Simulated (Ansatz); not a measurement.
Reaction (alkene loss): `CC[O][SbH][SiH3]` → `[OH][SbH][SiH3]` + ethylene

Computed with Ansatz on PBE0-D4/def2-TZVP structures; ΔE is electronic, products minus reactants. CBS: MP2 limit from def2 TZ/QZ plus the TZ coupled-cluster correction, frozen cores. This one scheme is used for every species. DFT in def2-TZVPP. B3LYP here is the variant with VWN-RPA as its local correlation; programs differ in this. def2 core potentials past Kr. For Sb outer-core shells are correlated without core-valence functions, which leaves a few kJ/mol of doubt a bond. Each species was taken in one conformer, which may not be the lowest.

Q: Is it downhill or uphill in electronic energy at CCSD(T)/CBS, and by how much? (Estimate.)

A: The calculation gave: Uphill: ΔE = +15.9 kcal/mol.

Q: What do these levels give: PBE-D4, r2SCAN-D4, PBE, r2SCAN, B3LYP, MP2/def2-TZVPP, SCS-MP2/def2-TZVPP, CCSD/def2-TZVPP, MP2/def2-QZVPP, SCS-MP2/def2-QZVPP, HF/CBS(def2), CCSD/CBS(def2)? (Best estimate.)

A: Computed: PBE-D4 18.4, r2SCAN-D4 18.5, PBE 16.1, r2SCAN 17.8, B3LYP 12.4, MP2/def2-TZVPP 18.0, SCS-MP2/def2-TZVPP 16.1, CCSD/def2-TZVPP 15.9, MP2/def2-QZVPP 17.8, SCS-MP2/def2-QZVPP 15.8, HF/CBS(def2) 11.3, CCSD/CBS(def2) 15.6 kcal/mol.

Largest T1 diagnostic among the species: 0.014.

The D4 term adds +3.5 kcal/mol with B3LYP and +2.0 kcal/mol with PBE0; it sums over pairs of atoms, weighted by their polarisabilities, and B3LYP, whose exchange is more repulsive, gets the larger term. In def2-TZVPP, CCSD(T) changes the Hartree–Fock value by +4.7 kcal/mol (the triples alone add +0.3 kcal/mol) and MP2 by +6.5 kcal/mol. From PBE to PBE0 (25 % exact exchange), in def2-TZVPP and without D4, ΔE moves by +2.1 kcal/mol.
